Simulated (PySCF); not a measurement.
In(I)3 cation (I₃In), SMILES [I][In]([I])[I] (connectivity only; charge and spin as stated), charge +1, multiplicity 2. Atoms are numbered in the order given.

```xyz
4

In     0.0000     0.0000     0.4065
I      0.0000     1.7785    -1.6960
I      0.0000     0.0000     3.0163
I      0.0000    -1.7785    -1.6960
```
Charge +1, spin multiplicity 2.

Geometry: B3LYP-D3(BJ)/def2-SVP. The multiplicity is an assumed one; no other spin state was optimised. The isomer is the one that the SMILES or the coordinates give; other isomers of the formula were not compared. The def2 effective core potentials stand for the cores of I, In; spin–orbit coupling is left out.

The numbers are results of r2SCAN/def2-TZVP run with PySCF, not measurements.

ESP charges are fitted to the potential on shells at 1.4 to 2.0 van der Waals radii. Atomic charges (e):

| atom | ESP fit | Mulliken | Mulliken spin |
|---|---|---|---|
| In1 | 0.24 | 0.71 | -0.05 |
| I2 | 0.27 | 0.13 | 0.53 |
| I3 | 0.22 | 0.04 | -0.01 |
| I4 | 0.27 | 0.13 | 0.53 |
